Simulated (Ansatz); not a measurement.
Consider the redistribution: `C=N[SiH2]N[SiH3]` + `N[SiH2][SiH2]Cl` → `[SiH3]N[SiH2][SiH2]Cl` + `C=N[SiH2]N`.

Computed with Ansatz on PBE0-D4/def2-TZVP structures; ΔE is electronic, products minus reactants. CBS: MP2 limit from def2 TZ/QZ plus the TZ coupled-cluster correction, frozen cores. Functionals use def2-TZVPP. One conformer a species, not always the lowest.

| level | ΔE (kcal/mol) |
| --- | --- |
| PBE0 | 0.7 |
| BHLYP | 1.1 |
| MP2/def2-SVP | 0.1 |
| SCS-MP2/def2-QZVPP | 0.5 |

(1) What does CCSD(T)/CBS give? (Estimate.)

(2) What do rigid-rotor, harmonic-oscillator terms from PBE0-D4/def2-TZVP frequencies (298.15 K, 1 bar) make of the CCSD(T)/CBS value? (Estimate.)

Largest T1 diagnostic among the species: 0.012.

Results:

(1) Computed: +0.3 kcal/mol. The listed levels differ from it by 0.4, 0.8, -0.2, 0.2 kcal/mol.

(2) The calculation gave: ΔZPE = 0.0 kcal/mol, ΔH = +0.2 kcal/mol, ΔS = -10 J/(mol·K), ΔG = +0.9 kcal/mol. Modes under 50 cm⁻¹ make the entropy rough.

Leaving LDA and LC-ωPBE aside and taking each functional with its dispersion term where it has one, the values, not all of them listed here, spread over 0.8 kcal/mol, from BHLYP-D4 to B2PLYP. LDA lies −0.9 kcal/mol from PBE without D4. In def2-TZVPP, CCSD(T) changes the Hartree–Fock value by −1.1 kcal/mol (the triples alone add −0.2 kcal/mol) and MP2 by −1.2 kcal/mol.
